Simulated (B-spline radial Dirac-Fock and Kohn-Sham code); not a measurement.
**Auger decay of the M5 hole in Ho²⁺**

System: holmium as Ho²⁺ in the configuration [Xe] 4f11.

The run's input, task.json:

```json
{"items": [{
  "Z": 67,
  "q": 2,
  "cfg": [[1, 0, 2], [2, 0, 2], [2, 1, 6], [3, 0, 2], [3, 1, 6], [3, 2, 10], [4, 0, 2], [4, 1, 6], [4, 2, 10], [4, 3, 11], [5, 0, 2], [5, 1, 6]],
  "A": 165,
  "rrms": 5.2022,
  "do": ["binding", "quiet", "decay"],
  "holes": ["K", "L1", "L2", "L3", "M1", "M2", "M3", "M4", "M5", "N1", "N2", "N3", "N4", "N5"]
}]}
```

Launch: `python xray_run.py task.json out`

Level of theory: one-electron (LDA, Dirac) transition rates at Dirac-Fock energies; a radial atomic solver. Kinetic energies are configuration averages from the vacuum level; the two-hole energies are estimated from single-hole states.

```
transition  kinetic energy (eV)  width (meV)  share (%)
   M5-N1N5                706.8         80.6        6.6
   M5-N2N5                790.1         80.2        6.5
   M5-N3N5                832.4          127       10.3
   M5-N4N5                969.4          169       13.7
   M5-N5N5                977.0          192       15.6
   M5-N4N7               1135.9         46.3        3.8
   M5-N5N6               1142.1         78.7        6.4
   M5-N5N7               1143.9          121        9.8
   M5-N6N7               1307.6          109        8.9
   M5-N7N7               1308.7         74.8        6.1
```

The listed channels hold 88 % of the non-radiative rate. Summed by principal shells, of 1.23 eV in all: MNN 95.8 %, MNO 4.2 %.

Values without a named source are computed, but for edge energies of neutral atoms, which are taken from tables.
